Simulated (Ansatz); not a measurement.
`O=C[O][SnH3]` and `COC=O` differ in one atom or group.

Ansatz, PBE0-D4/def2-TZVP geometries, multiplicity 1. Each molecule was computed in one conformer, which needn't be the lowest.

Elements past krypton have def2 core potentials.

```tsv
property	`O=C[O][SnH3]`
LUMO energy (PBE0/def2-TZVPP) / eV	-0.65
ideal-gas entropy at 298 K and 1 bar (rigid rotor, harmonic PBE0-D4/def2-TZVP) / J/(mol·K)	325
size of the dipole moment (B3LYP/def2-TZVPP) / D	1.51
HOMO energy (PBE/def2-TZVPP) / eV	-6.73
LUMO energy (B3LYP/def2-TZVPP) / eV	-0.91
LUMO energy (ωB97M-V/def2-TZVPP) / eV	0.85
```

Question: Give the same properties after the change, and the shifts. (An estimate is asked.)

Answer: Ansatz gave: 
```
                                                                                  property  `COC=O`  shift
                                                        LUMO energy (PBE0/def2-TZVPP) / eV     0.07   0.72
ideal-gas entropy at 298 K and 1 bar (rigid rotor, harmonic PBE0-D4/def2-TZVP) / J/(mol·K)      284    -41
                                          size of the dipole moment (B3LYP/def2-TZVPP) / D     1.92   0.41
                                                         HOMO energy (PBE/def2-TZVPP) / eV    -6.65   0.08
                                                       LUMO energy (B3LYP/def2-TZVPP) / eV    -0.25   0.66
                                                     LUMO energy (ωB97M-V/def2-TZVPP) / eV     2.38   1.53
```

Dipoles are sizes alone; their direction can turn.

B3LYP here is the variant with VWN-RPA as its local correlation; programs differ in this.
